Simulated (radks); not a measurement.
The numbers below are computed, except where a source is named.
Excited configurations of W2+: one electron is placed in a higher orbital outside [Xe] 4f14 5d3. The ground configuration is [Xe] 4f14 5d4. Level of theory: scalar-relativistic Kohn-Sham, PBE, spin-polarised, spherical densities, finite nucleus; open shells are filled with parallel spins first (spin-orbit coupling, left out, can overturn this in heavy ions); Fermi nuclear charge, rms radius 5.3658 fm (a radial shooting solver on a logarithmic mesh with Libxc functionals). Excitation = E - E(ground); binding = E(ion) - E, where the ion is the core of charge +3; n* = 3/sqrt(2 binding) in atomic units, and the quantum defect is n - n*.

| outer orbital | excitation (eV) | binding (eV) | n* | <r> (bohr) |
|---|---|---|---|---|
| 5f | 17.994 | 8.444 | 3.808 | 5.207 |
| 6s | 1.275 | 25.163 | 2.206 | 2.695 |
| 6d | 15.588 | 10.849 | 3.360 | 4.956 |
| 6f | 20.728 | 5.710 | 4.631 | 9.090 |
| 7s | 14.699 | 11.738 | 3.230 | 5.473 |
| 7p | 16.921 | 9.516 | 3.587 | 6.464 |
| 7f | 22.433 | 4.005 | 5.530 | 13.95 |

The Delta-SCF ionisation energy is 26.438 eV (NIST Atomic Spectra Database: 26.0 eV, semi-empirical). Self-interaction in the functional shifts the binding energies and quantum defects, so they are the method's values and not measured ones. Open shells are spherical and high-spin; term and fine-structure splittings are not resolved. Spin-orbit splitting is averaged out at the scalar-relativistic level.
